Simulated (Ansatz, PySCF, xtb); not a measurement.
Gas-phase reaction in SMILES: F[SiH2][SiH2]F + 2 [SiH4] (SiH4) → 2 F[SiH3] [fluorosilane] + [SiH3][SiH3]
Geometries: B3LYP-D3(BJ)/def2-TZVP minima from Ansatz (a quantum-chemistry and plane-wave program), one conformer each, not searched for the lowest. Frequencies are from Ansatz or PySCF.

Quantity: bond separation energy (enthalpy at 298 K, with B3LYP-D3(BJ) rigid-rotor harmonic-oscillator terms), in kJ/mol. Cores are frozen in the correlated levels unless marked. Spin-orbit coupling is left out. Non-relativistic unless marked X2C. CBS marks a two-point X^-3 extrapolation of the correlation energy; Hartree-Fock from the larger set. The bracket is a focal-point correction in the basis named.

```
level                                                                 program  bond separation energy (kJ/mol)
-------------------------------------------------------------  --------------  -------------------------------
GFN2-xTB                                                                  xtb                              2.7
BLYP-D3(BJ)/def2-TZVPD                                         Ansatz + dftd3                       (withheld)
B97M-V/def2-TZVPD                                                      Ansatz                            -16.5
PBE0-D3(BJ)/def2-TZVPD                                         Ansatz + dftd3                            -16.8
PBE0-D4/def2-TZVPD                                             Ansatz + dftd4                            -16.5
BHLYP-D4/def2-TZVPD                                            Ansatz + dftd4                            -15.5
CAM-B3LYP/def2-TZVPD                                                   Ansatz                       (withheld)
B2PLYP-D3(BJ)/def2-TZVPD                                       Ansatz + dftd3                            -16.4
SCS-MP2/STO-3G                                                         Ansatz                             -6.8
SCS-MP2/cc-pV(D+d)Z                                                    Ansatz                            -15.8
SCS-MP2/cc-pV(T+d)Z                                                    Ansatz                            -19.2
CCSD/STO-3G                                                            Ansatz                             -5.8
X2C-CCSD(T)/cc-pVTZ-DK                                                 Ansatz                       (withheld)
RI-MP2/CBS(cc-pV(T+d)Z,cc-pV(Q+d)Z)+[CCSD(T)-MP2]/cc-pV(T+d)Z          Ansatz                       (withheld)
```

**Question.** What belongs in the gaps?

**Answer.** 
- BLYP-D3(BJ)/def2-TZVPD, bond separation energy (kJ/mol): -12.5
- CAM-B3LYP/def2-TZVPD, bond separation energy (kJ/mol): -14.5
- X2C-CCSD(T)/cc-pVTZ-DK, bond separation energy (kJ/mol): -18.1
- RI-MP2/CBS(cc-pV(T+d)Z,cc-pV(Q+d)Z)+[CCSD(T)-MP2]/cc-pV(T+d)Z, bond separation energy (kJ/mol): -18.4
